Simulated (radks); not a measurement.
Species: the scandium ion Sc2+. Configuration: [Ar] 3d1.

All-electron calculation, non-relativistic Kohn-Sham, PBEsol, spin-unpolarised, spherical densities, point nucleus; hard spherical wall at 5 bohr. Program: a radial shooting solver on a logarithmic mesh with Libxc functionals.

Energy parts (hartree):
total: -758.76667
kinetic: 758.00517
electron-nucleus: -1786.82562
Hartree: 307.48369
exchange-correlation: -37.42990

Orbitals (lengths in bohr, moments of r in powers of bohr):
orbital,occ.,eigenvalue (hartree),<r^4>
1s,2,-160.9851,0.0001359
2s,2,-17.78856,0.03556
2p,6,-14.79496,0.02867
3s,2,-2.54976,2.938
3p,6,-1.78671,4.415
3d,1,-0.65181,15.94
4s,0,-0.51544,80.66
4p,0,-0.31891,97.65
4d,0,0.03680,118.7

The highest occupied level is 3d at -17.737 eV. Summed over all electrons, <r^2> = 16.11 bohr^2, which gives a Langevin (diamagnetic) susceptibility term of -12.8 x 10^-6 cm^3/mol. The electron density at the nucleus is 6171 e/bohr^3.
